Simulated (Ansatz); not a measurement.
C4F5, charge +2, quartet, geometry from GFN2-xTB of the parent state (a state made from the parent by changing its charge; the spin is typed, not shown lowest); MP2/def2-SVP in Ansatz (a quantum-chemistry and plane-wave program).

Here is a job for Ansatz.
Ansatz 0.2 input:
```yaml
crystal:
  periodic: [false, false, false]
  atoms:
    - {symbol: F, position_ang: [3.08265811, -0.16194009, 0.71814733]}
    - {symbol: C, position_ang: [2.27790735, -0.21138593, -0.24955280]}
    - {symbol: F, position_ang: [2.81326654, -0.39316173, -1.37513859]}
    - {symbol: C, position_ang: [0.90833619, -0.07520646, -0.08864941]}
    - {symbol: C, position_ang: [-0.29348677, 0.04953460, 0.05394729]}
    - {symbol: C, position_ang: [-1.78196693, 0.17293999, 0.20454533]}
    - {symbol: F, position_ang: [-2.09684857, 0.46816293, 1.44735152]}
    - {symbol: F, position_ang: [-2.21882379, 1.11924697, -0.60657563]}
    - {symbol: F, position_ang: [-2.32077882, -0.98956287, -0.13064493]}
basis:
  gaussian:
    orbitals: def2-SVP
total_charge: 2
magnetization: {spin_polarized: true, initial_magnetization: 3}
correlation: {method: mp2}
```

**Question.** Predict the main parts of the log of this Ansatz run.

**Answer.** 
```
Functional definition: HF
1230 factors; integrals over basis functions are off by at most 1.1e-3 eV
mean field evaluation 1: about -17592.8708 eV, gradient 5.3e1 eV
mean field evaluation 2: about -17593.0983 eV, gradient 5.3e1 eV
mean field evaluation 4: about -17603.6875 eV, gradient 4.5e0 eV
mean field evaluation 8: about -17603.9933 eV, gradient 6.1e-1 eV
mean field evaluation 16: about -17604.0045 eV, gradient 1.3e-6 eV
mean field evaluation 32: about -17602.7906 eV, gradient 2.7e-1 eV
mean field evaluation 64: about -17603.9909 eV, gradient 8.6e-1 eV
mean field -17604.00453212 eV, -646.9352341324 hartree, gradient 1.6e-6 eV, S^2 3.772515; 3 other end points of the search recorded, 0 dependent functions left out
9 core orbitals not correlated
reference -17604.00453212 eV, -646.9352341324 hartree; 26, 23 occupied and 91, 94 virtual orbitals, 1230 factors
second order -35.64001990 eV of doubles, -0.00000000 eV of singles
Total energy: -17639.64455201 eV, -648.2449807059 hartree
```
